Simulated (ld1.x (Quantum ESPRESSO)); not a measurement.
thallium: one change to an ultrasoft potential, before and after

ld1.x (Quantum ESPRESSO) 7.5 input, shortened:

```
&input
   title='Tl', zed=81., rel=1, dft='PBESOL', iswitch=3,
   config='[Xe] 4f14 5d10 6s1.5 6p1.5'
 /
 &inputp
   pseudotype=3, tm=.true., lloc=-1, rcloc=1.00,
   nlcc=.false.,
   which_augfun='PSQ', rmatch_augfun_nc=.true.
 /
6
5S  1  0   2.00   0.00  1.15  1.25  0.0
6S  2  0   1.50   0.00  1.15  1.25  0.0
5P  2  1   6.00   0.00  1.70  2.00  0.0
6P  3  1   1.50   0.00  1.70  2.00  0.0
5D  3  2  10.00   0.00  1.15  1.25  0.0
5D  3  2   0.00   1.30  1.15  1.25  0.0
 &test
   configts(1)='5s2 5p6 5d10 6s1.5 6p1.5'
 /
```

Change: core correction a·sin(br)/r model core inside 0.98 bohr.

Cutoffs: the cutoffs (Ry, on a coarse ladder) from which the occupation-weighted sum of valence levels, in a spherical-Bessel basis at the reference potential, stays within 10 and 1 mRy of its value at 400 Ry; they do not see the model core or the augmentation charge, which bear on the density cutoff. Errors are all-electron minus pseudo energies relative to the spin-unpolarised reference configuration.

Task: What does the change do?

Result: The potential gets harder (70 Ry and 120 Ry → 70 Ry and 140 Ry); both files keep a bound ghost (s); the errors of the 7 common tests hardly move. A model core, the more so a compact one, raises the density cutoff, which this test does not measure.

| quantity | base | changed |
| --- | --- | --- |
| cutoff, loose | 70 Ry | 70 Ry |
| cutoff, tight | 120 Ry | 140 Ry |
| bound ghosts | s | s |
| error for 5s2 5p6 5d10 6s2 6p1, meV [ΔE -3.67 eV] | -0.1 | -0.2 |
| error for 5s2 5p6 5d10 6s2 6p0, meV [ΔE 1.48 eV] | -7.0 | -7.4 |
| error for 5s2 5p6 5d10 6s1 6p0, meV [ΔE 22.32 eV] | -15 | -16 |
| error for 5s2 5p6 5d10 6s1 6p2, meV [ΔE 3.78 eV] | -1.2 | -1.2 |
| error for 5s2 5p6 5d10 6s2 6p0.5, meV [ΔE -1.83 eV] | -2.2 | -2.4 |
| error for 5s2 5p6 5d10 6s2 6p1.3, meV [ΔE -4.16 eV] | +0.4 | +0.3 |
| error for 5s2 5p6 5d9 6s2 6p2, meV [ΔE 11.03 eV] | +11 | +9.4 |
| s: phases at 2.20 bohr within 0.05 rad from the reference energy up to (Ry; the scan ends near 5) | to the end of the scan | to the end of the scan |
| p: phases at 2.20 bohr within 0.05 rad from the reference energy up to (Ry; the scan ends near 5) | 2.4 | 2.4 |
| d: phases at 2.20 bohr within 0.05 rad from the reference energy up to (Ry; the scan ends near 5) | to the end of the scan | to the end of the scan |
| lowest overlap eigenvalue by channel | s 0.15, p 0.66, d 0.81 | s 0.15, p 0.66, d 0.81 |

 A true bound ghost makes a file unfit for plane-wave use even where its test errors are small: the radial tests pick states by their node count and pass the ghost by.
